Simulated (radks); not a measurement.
Neutral caesium inside a hard spherical wall (all orbitals vanish at R), configuration held at [Xe] 6s1 and not refilled when levels cross. All-electron calculation, scalar-relativistic Kohn-Sham, PBE, spin-polarised, spherical densities, finite nucleus; open shells are filled with parallel spins first (spin-orbit coupling, left out, can overturn this in heavy ions); Fermi nuclear charge, rms radius 4.8041 fm. Program: a radial shooting solver on a logarithmic mesh with Libxc functionals. Eigenvalues in eV for spin up, with the zero of energy where the potential of the charges vanishes at infinity; a dash marks a level that is unbound or too diffuse for the functional's potential to be trusted. A positive occupied level is held by the wall or, in an anion where self-interaction has pushed it up, behind a barrier. The pressure on the wall is -dE/dV.

\begin{tabular}{lrrrrrrrrr}
R (bohr) & E (hartree) & kinetic (hartree) & e(4d) & e(5s) & e(5p) & e(6s) & e(6p, empty) & e(5d, empty) & pressure (GPa) \\ \hline
free & -7786.6387 & 8203.463 & -74.207 & -26.703 & -13.513 & -2.267 & -0.868 & -0.519 & 0 \\
15 & -7786.6385 & 8203.466 & -74.177 & -26.673 & -13.485 & -2.247 & -0.779 & -0.464 & 0.00186 \\
10 & -7786.6306 & 8203.510 & -73.795 & -26.302 & -13.126 & -1.872 & 0.068 & 0.000 & 0.128 \\
8 & -7786.6073 & 8203.605 & -73.251 & -25.783 & -12.635 & -1.015 & 1.634 & 0.711 & 0.789 \\
7 & -7786.5752 & 8203.725 & -72.766 & -25.335 & -12.220 & 0.036 & 3.387 & 1.409 & 2.20 \\
5 & -7786.3051 & 8204.787 & -70.050 & -23.095 & -10.082 & 7.289 & 13.876 & 5.245 & 30.8 \\
4 & -7785.6276 & 8207.531 & -65.070 & -19.305 & -6.047 & 21.146 & 31.417 & 11.830 & 184 \\
3 & -7782.5311 & 8218.910 & -51.092 & -7.323 & 8.068 & 66.354 & 83.448 & 32.726 & 1680 \\
2.5 & -7777.1555 & 8236.855 & -36.233 & 9.591 & 28.437 & 126.19 & 148.98 & 60.744 & 6350 \\
2 & -7761.5738 & 8286.213 & -7.576 & 54.189 & 80.794 & 262.47 & 293.56 & 126.56 & 31200 \\
1.5 & -7704.1595 & 8455.983 & 65.354 & 207.83 & 250.45 & 637.31 & 678.69 & 314.62 & 230000 \\
\end{tabular}
